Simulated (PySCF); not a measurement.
Se(H)(NH2) (H3NSe), SMILES [SeH]N. Atoms are numbered in the order given.

```xyz
5

Se     0.0431     0.3880     0.0000
H     -1.4201     0.6308     0.0000
N      0.0935    -1.4523     0.0000
H     -0.3495    -1.8282    -0.8271
H     -0.3495    -1.8282     0.8271
```

Coordinates come from a PBE0-D3(BJ)/def2-TZVP optimisation.

These are TDDFT-LC-ωPBE/def2-TZVPD in PySCF values and carry that method's errors.

Vertical excitations. Isolated molecule, no solvent. State labels are in the subgroup Cs.

```csv
state,symmetry,energy (eV),λ (nm),f,main pairs
S1,A",4.83,257,0.002,"HOMO→LUMO 58 %, HOMO→LUMO+4 30 %"
S2,A",5.95,208,0.023,"HOMO→LUMO+1 65 %, HOMO→LUMO+5 14 %, HOMO→LUMO+3 10 %"
S3,A',6.15,202,0.007,"HOMO−1→LUMO 69 %, HOMO−1→LUMO+4 19 %"
S4,A",7.27,170,0.093,"HOMO→LUMO+5 53 %, HOMO→LUMO+4 14 %, HOMO→LUMO 12 %, HOMO→LUMO+1 9 %"
S5,A',7.48,166,0.012,"HOMO→LUMO+2 73 %, HOMO−1→LUMO+1 14 %"
S6,A",7.53,165,0.030,HOMO→LUMO+3 79 %
S7,A',7.61,163,0.033,"HOMO−1→LUMO+1 48 %, HOMO→LUMO+2 20 %, HOMO−1→LUMO+4 14 %"
S8,A",8.07,154,0.029,"HOMO→LUMO+4 42 %, HOMO→LUMO 22 %, HOMO→LUMO+5 13 %, HOMO→LUMO+1 11 %"
S9,A',8.27,150,0.084,"HOMO−1→LUMO+5 26 %, HOMO−2→LUMO 19 %, HOMO→LUMO+8 12 %, HOMO→LUMO+6 11 %"
S10,A',8.54,145,0.057,"HOMO−2→LUMO 28 %, HOMO−1→LUMO+5 23 %, HOMO−1→LUMO+4 14 %, HOMO−2→LUMO+4 14 %"
T1,A",4.13,300,0,"HOMO→LUMO 53 %, HOMO→LUMO+4 37 %"
T2,A",5.33,233,0,"HOMO→LUMO+1 48 %, HOMO→LUMO+5 29 %, HOMO→LUMO+3 10 %"
T3,A',5.55,223,0,"HOMO−1→LUMO 62 %, HOMO−1→LUMO+4 27 %"
T4,A',6.69,185,0,"HOMO−1→LUMO+1 25 %, HOMO−1→LUMO+5 22 %, HOMO−2→LUMO 14 %, HOMO−2→LUMO+4 11 %"
```
Triplets are in the Tamm–Dancoff approximation, which puts them higher than full response would, so one can lie above its singlet here.
